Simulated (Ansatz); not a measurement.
Consider the ligand exchange at the Al–S bond: `C[S][Al]([Cl])[Cl]` + HCl → `[Cl][Al]([Cl])[Cl]` + CH₃SH.

Calculated with Ansatz (gas phase, PBE0-D4/def2-TZVP geometries, no zero-point term in ΔE). CCSD(T)/CBS adds triple-zeta CCSD(T) − MP2 to the extrapolated MP2 energy (def2 sets, frozen cores). This one scheme is used for every species. DFT in def2-TZVPP. HSE06 is defined as in plane-wave codes. One conformer a species, not always the lowest.

```json
{"level": "HSE06-D4", "ΔE (kcal/mol)": "-10.2", "difference from CCSD(T)/CBS": "0.8"}
{"level": "BHLYP-D4", "ΔE (kcal/mol)": "-11.9", "difference from CCSD(T)/CBS": "-0.9"}
{"level": "CAM-B3LYP-D4", "ΔE (kcal/mol)": "-11.8", "difference from CCSD(T)/CBS": "-0.8"}
{"level": "B2PLYP", "ΔE (kcal/mol)": "-12.0", "difference from CCSD(T)/CBS": "-1.0"}
{"level": "PBE", "ΔE (kcal/mol)": "-10.3", "difference from CCSD(T)/CBS": "0.7"}
{"level": "BHLYP", "ΔE (kcal/mol)": "-13.3", "difference from CCSD(T)/CBS": "-2.3"}
{"level": "RPA@PBE/def2-TZVPP", "ΔE (kcal/mol)": "-10.9", "difference from CCSD(T)/CBS": "0.1"}
{"level": "CCSD(T)/def2-SVP", "ΔE (kcal/mol)": "-12.3", "difference from CCSD(T)/CBS": "-1.3"}
{"level": "SCS-MP2/def2-TZVPP", "ΔE (kcal/mol)": "-11.6", "difference from CCSD(T)/CBS": "-0.6"}
{"level": "MP2/def2-QZVPP", "ΔE (kcal/mol)": "-10.9", "difference from CCSD(T)/CBS": "0.1"}
{"level": "CCSD(T)/CBS", "ΔE (kcal/mol)": "-11.0", "difference from CCSD(T)/CBS": "0"}
```

Largest T1 diagnostic among the species: 0.009.

In def2-TZVPP, CCSD(T) changes the Hartree–Fock value by +4.2 kcal/mol (the triples alone add +0.8 kcal/mol) and MP2 by +4.2 kcal/mol. At CCSD(T), def2-SVP lies −1.3 kcal/mol from the extrapolated value and def2-TZVPP +0.0 kcal/mol. From PBE to PBE0 (25 % exact exchange), in def2-TZVPP and without D4, ΔE moves by −0.8 kcal/mol.
